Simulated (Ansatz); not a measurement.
Four-centre ligand exchange

Start structure (BNH$_{3}$ClF$_{2}$, closed shell), relaxed at PBE0-D4/def2-TZVP:

```
8
angstrom
B -0.1790 0.4714 -0.6359
Cl 1.2704 0.1045 -1.7217
F -1.3626 0.0260 -1.1436
F -0.2064 1.7573 -0.1854
H 0.1242 -1.4267 0.4555
N 0.0772 -0.4446 0.7103
H -0.6798 -0.3075 1.3758
H 0.9562 -0.1805 1.1451
```

The step: BClF₂ ([F][B]([F])[Cl]) + NH₃ → BNH₂F₂ ([NH2][B]([F])[F]) + HCl; bonds formed: Cl2–H5; dative contacts that become bonds: B1–N6; bonds broken: B1–Cl2, H5–N6. Program: Ansatz 0.2.0. Basis: def2-TZVPP and def2-QZVPP. Cores are frozen in the correlated methods. Extrapolation: Hartree–Fock as exp(−7.88 √X), correlation as X^−2.97. Energies below are by CCSD(T) at an estimated basis limit (MP2 extrapolated from triple and quadruple zeta, plus CCSD(T) − MP2 in triple zeta).

Problem. What are the electronic barrier and the energy of the step, from the start structure to the end structure? (To be estimated.)

Solution. By the calculation: Barrier 123.0 kJ/mol; step energy 52.4 kJ/mol (uphill); reverse barrier, their difference, 70.6 kJ/mol. Barrier and step energy count from the start structure, the reverse barrier from the end structure.

The saddle point: One imaginary mode of 879i cm⁻¹.
```json
{"pair": "B1–N6", "start (Å)": "1.65", "saddle (Å)": "1.50", "end (Å)": "1.41"}
{"pair": "Cl2–H5", "start (Å)": "2.90", "saddle (Å)": "1.59", "end (Å)": "1.30"}
{"pair": "B1–Cl2", "start (Å)": "1.85", "saddle (Å)": "2.55", "end (Å)": "3.94"}
{"pair": "H5–N6", "start (Å)": "1.02", "saddle (Å)": "1.25", "end (Å)": "2.03"}
```

Zero-point energy (harmonic, PBE0-D4): ZPE is 134.8 kJ/mol at the start and 118.4 kJ/mol at the saddle, so the barrier goes from 123.0 to 106.6 kJ/mol.

First-order rate constant out of the start structure at 698 K by transition-state theory, with harmonic vibrational free energies alone and no tunnelling: ΔA‡ = 108.0 kJ/mol, so k = (kB T/h) exp(−ΔA‡/kB T) ≈ 10^5 s⁻¹ (an order of magnitude at best: rotation, the number of equivalent paths and anharmonicity are left out).

The T1 diagnostic stays at or below 0.012.

The step is the kind of exchange with an N–H group that builds nitride films in atomic layer and chemical vapour deposition.

Labels in which every atom is bracketed show which atoms are joined, not bond orders.

For scale, one of the runs: CCSD(T)/def2-TZVPP, 208 basis functions, launched by `ansatz run in.yaml --threads 4 --pin off --events-out ev --progress --plain --max-ram 9574MiB`. The run took 67 s on 4 CPU threads of an Arm Neoverse V2 (shared host), with 3 GiB of host memory at its peak.
